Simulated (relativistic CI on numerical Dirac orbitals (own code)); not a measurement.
## Cr3+ in a cubic cluster: 1s photoemission with charge transfer

Computed with a charge-transfer multiplet model of a cubic metal-ligand cluster with up to 2 ligand holes, Slater and spin-orbit integrals from Dirac-Coulomb-Breit ions, Slater integrals scaled by 0.7. The parameters are those of a tetrahedral site (10Dq negative, t2 hopping the larger). The ground state mixes d3 with configurations of k ligand holes L, whose averages lie at kΔ + k(k − 1)U_dd/2; a core hole lowers each added d electron by U_cd. 300 K, Lorentzian 1.1 eV and Gaussian 0.6 eV FWHM.

Atomic integrals in eV (Slater integrals scaled, ζ unscaled), ground: F2dd 7.502, F4dd 4.697, zeta_d 0.033; with the core hole: F2dd 8.697, F4dd 5.472, zeta_d 0.051, G2cd 0.043.

Cluster parameters (eV): Δ = 5.7, U_cd = 6.6, 10Dq = -0.3, 10Dq(ligand) = 0, V(eg) = 1.3, V(t2g) = -2.21, final-state hopping factor = 1.

```csv
Case,n_d,d3,d4L,d5L2,S
U_dd = 3.4 eV,3.42,0.63,0.33,0.04,1.50
U_dd = 4.1 eV,3.41,0.63,0.33,0.04,1.50
U_dd = 5.5 eV,3.39,0.64,0.33,0.03,1.50
```

Weights, n_d and S are thermal averages at 300 K. Binding energies count from the first peak over 30 % of the highest in each spectrum, which can be another peak from case to case. The parameters are a model scan and need not match a compound or its usual spin state. Peaks in eV (height, largest 100):
- U_dd = 3.4 eV: 0.0 (100), 4.3 (8), 9.6 (19)
- U_dd = 4.1 eV: 0.0 (100), 4.4 (7), 9.7 (17)
- U_dd = 5.5 eV: 0.0 (100), 4.6 (6), 9.7 (14)

For the case U_dd = 5.5 eV, Δ = 5.7 eV is larger than U_dd = 5.5 eV, the Mott-Hubbard side of the Zaanen-Sawatzky-Allen scheme. With the core hole the average of the configuration with one ligand hole lies at Δ − U_cd = -0.9 eV before mixing: the effective hopping of about 5.1 eV (from the holes of the mixed ground state) is comparable with this gap or larger, so the configurations mix strongly.
